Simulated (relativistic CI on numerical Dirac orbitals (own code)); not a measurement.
Ni2+ in a cubic cluster: 3s photoemission with charge transfer

Computed with a charge-transfer multiplet model of a cubic metal-ligand cluster with up to 2 ligand holes, Slater and spin-orbit integrals from Dirac-Coulomb-Breit ions, Slater integrals scaled by 0.9. The ground state mixes d8 with configurations of k ligand holes L, whose averages lie at kΔ + k(k − 1)U_dd/2; a core hole lowers each added d electron by U_cd. 300 K, Lorentzian 1.4 eV and Gaussian 0.8 eV FWHM.

Atomic integrals in eV (Slater integrals scaled, ζ unscaled), ground: F2dd 10.953, F4dd 6.797, zeta_d 0.080; with the core hole: F2dd 11.981, F4dd 7.483, zeta_d 0.091, G2cd 12.115.

Cluster parameters (eV): Δ = 1.1, U_dd = 6.2, 10Dq = 0.6, 10Dq(ligand) = 0.3, V(eg) = 3, V(t2g) = -1.38, final-state hopping factor = 0.8.

```
         Case   n_d    d8   d9L  d10L2     S
U_cd = 6.8 eV  8.48  0.56  0.41   0.04  1.00
  U_cd = 8 eV  8.48  0.56  0.41   0.04  1.00
U_cd = 8.6 eV  8.48  0.56  0.41   0.04  1.00
U_cd = 9.2 eV  8.48  0.56  0.41   0.04  1.00
U_cd = 9.8 eV  8.48  0.56  0.41   0.04  1.00
```

Weights, n_d and S are thermal averages at 300 K. Binding energies count from the first peak over 30 % of the highest in each spectrum, which can be another peak from case to case. The parameters are a model scan and need not match a compound or its usual spin state. Peaks in eV (height, largest 100):
- U_cd = 6.8 eV: 0.0 (100), 6.1 (25), 9.2 (26), 15.6 (10)
- U_cd = 8 eV: 0.0 (100), 6.1 (34), 9.3 (32), 16.7 (14)
- U_cd = 8.6 eV: 0.0 (100), 6.0 (39), 9.3 (34), 17.3 (16)
- U_cd = 9.2 eV: 0.0 (100), 6.0 (46), 9.5 (36), 11.3 (25), 18.0 (19)
- U_cd = 9.8 eV: 0.0 (100), 6.0 (53), 9.6 (38), 12.0 (28), 18.7 (21)

Curve for U_cd = 9.8 eV (points under 2 left out, the grid thinned):

(E (eV), Intensity): (-3.1, 6.9), (-2.5, 10.2), (-2.0, 15.3), (-1.4, 28.3), (-0.9, 52.1), (-0.3, 92.0), (0.3, 93.8), (0.8, 71.6), (1.4, 48.7), (1.9, 30.9), (2.5, 18.0), (3.1, 13.0), (3.6, 12.0), (4.2, 14.0), (4.7, 19.5), (5.3, 34.8), (5.8, 50.5), (6.4, 46.4), (7.0, 26.8), (7.5, 17.9), (8.1, 16.1), (8.6, 20.8), (9.2, 33.6), (9.8, 37.1), (10.3, 27.3), (10.9, 20.2), (11.4, 23.0), (12.0, 28.4), (12.6, 21.8), (13.1, 13.1), (13.7, 7.4), (14.2, 5.2), (14.8, 4.0), (15.3, 3.6), (15.9, 3.5), (16.5, 4.0), (17.0, 5.1), (17.6, 8.7), (18.1, 14.9), (18.7, 21.1), (19.3, 15.7), (19.8, 8.9), (20.4, 4.6), (20.9, 3.0), (21.5, 2.1)

For the case U_cd = 8 eV, Δ = 1.1 eV is smaller than U_dd = 6.2 eV, the charge-transfer side of the Zaanen-Sawatzky-Allen scheme. With the core hole the configuration with one ligand hole lies at Δ − U_cd = -5.7, -6.9, -7.5, -8.1, -8.7 eV from the one without, in the order of the table; where this is negative the screened configuration lies lower.

Without intra-shell correlation the exchange splitting of the 3s hole comes out too large.
